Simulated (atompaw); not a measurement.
# u(r) = r·R(r): atom against pseudo-atom (palladium)

Columns: radius, all-electron u(r) and pseudo u(r) of the 4d shell (level -4.05 eV) of palladium in the configuration [Kr] 4d10 5s0 5p0; PBE, scalar-relativistic, PAW (atompaw) scheme, atompaw 4.2.0.5.

```tsv
r (bohr)	all-electron	pseudo
0.115	-0.2342	0.0003
0.231	-0.4137	0.0023
0.346	-0.2593	0.0075
0.462	0.0401	0.0173
0.577	0.3320	0.0326
0.692	0.5599	0.0538
0.808	0.7140	0.0812
0.923	0.8005	0.1139
1.038	0.8367	0.1511
1.154	0.8380	0.1919
1.269	0.8169	0.2338
1.385	0.7822	0.2757
1.500	0.7407	0.3149
1.615	0.6960	0.3500
1.731	0.6503	0.3796
1.846	0.6059	0.4019
1.962	0.5629	0.4164
2.077	0.5227	0.4226
2.192	0.4849	0.4210
2.308	0.4494	0.4120
2.423	0.4166	0.3970
2.538	0.3863	0.3775
2.654	0.3580	0.3550
2.769	0.3321	0.3314
2.885	0.3080	0.3079
3.000	0.2859	0.2859
```

Question: How many radial nodes do the two functions have?

Answer: The all-electron 4d function has n − l − 1 = 1; the pseudo-wave has 0, since the states of the same l below it are removed with the core.

Question: Is the pseudo-wave norm-conserving?

Answer: No, it belongs to a PAW set: the norm inside the radius is not constrained, and the difference is carried by the augmentation charge.
